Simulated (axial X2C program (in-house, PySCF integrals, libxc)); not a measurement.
**GaBr⁻: from the spin-free to the two-component result**

Calculated with an in-house all-electron X2C program for linear molecules (integrals from PySCF). Spin-free means the one-electron spin-free X2C Hamiltonian; two-component (2c) means X2C with spin–orbit coupling and atomic mean-field two-electron Coulomb and Gaunt terms, so the difference of the two also holds small scalar two-electron terms. Basis: Br dyall-acv3z [9s10p7d5f1g], Ga dyall-acv3z [10s10p8d5f1g] (cores contracted in-house); Gaussian nuclei, density fitting, unrestricted open shells. Masses: Br 78.918 u, Ga 68.926 u.

Spin-free state: M_S = 1/2, Λ = 1 (beyond evenly filled blocks: π+α); fragments Br- + Ga.

```csv
level,Re (Å),ωe (cm⁻¹),De (eV),μ (D)
PBE0,2.547,175.6,1.249,-1.93
HF,2.650,142.4,0.803,-1.11
MP2,2.578,171.4,1.197,n/a
CCSD,2.600,163.9,1.151,n/a
CCSD(T),2.594,167.4,1.195,n/a
BLYP,2.603,161.7,1.142,-1.99
```

Correlated methods: 11 electrons correlated (number of frozen shells: Br 3 s, 2 p, 1 d; Ga 3 s, 2 p, 1 d), 337 virtual spin orbitals or spinors in MP2, 90 natural virtuals in coupled cluster.

Dipoles are positive if Ga is the positive end and refer to the centre of mass.

Task: Within this multiplet, which Ω should lie lowest by the rule for regular and inverted multiplets?

Result: The open π shell holds one electron, so the multiplet is regular: Ω = Λ − 1/2 = 1/2. The PBE0 2c search agrees, though Ω = 3/2 of the search lies only 0.06 eV higher.

Two-component determinant lowest at the distance of the search:

Ω = 1/2 (⟨Sz⟩ = -0.50, ⟨Lz⟩ = 1.00 at HF); fragments Br- + Ga.

| level | Re (Å) | ωe (cm⁻¹) | De (eV) | μ (D) |
| --- | --- | --- | --- | --- |
| PBE0 | 2.550 | 175.1 | n/a | -1.86 |
| HF | 2.654 | 142.0 | n/a | -1.03 |
| MP2 | 2.580 | 171.0 | 1.172 | n/a |
| CCSD | 2.602 | 163.6 | 1.126 | n/a |
| CCSD(T) | 2.596 | 167.0 | 1.171 | n/a |
| BLYP | 2.607 | 160.8 | n/a | -1.92 |

Task: From the two tables, how do the constants change at the CCSD(T) level (2c against spin-free)?

Result: At the CCSD(T) level Re goes up by 0.002 Å and ωe goes down by 0.4 cm⁻¹; De changes by -0.024 eV.

One determinant describes the state; a PBE0 search over occupations chose it and may have missed a lower one. Dissociation energies refer to the lowest single-determinant-based atoms at the same level and basis. De is not given where an atomic determinant may have missed its ground term or J level, or where the truncated virtual space spoils (T). Density functionals use the spin component along the axis (collinear). Coupled cluster ran in a truncated set of natural virtual spinors; the MP2 energy of the rest was added. (T) has no such correction and the atoms are truncated less, which lowers De at CCSD(T) by a hundredth of an eV or more. The highest occupied level is positive at some bond lengths even in Hartree–Fock (under at least one Hamiltonian), so the basis set holds the extra electron there; where that holds at Re the anion is at best weakly bound and its constants depend on the basis. The functionals have no current-density term, which raises determinants with orbital currents, atoms included. With the outer-core shells frozen, correlated bond lengths of heavy atoms tend to come out a few hundredths of an ångström too long. Hartree–Fock gets electron affinities wrong, so its lowest charge split need not be the true one.
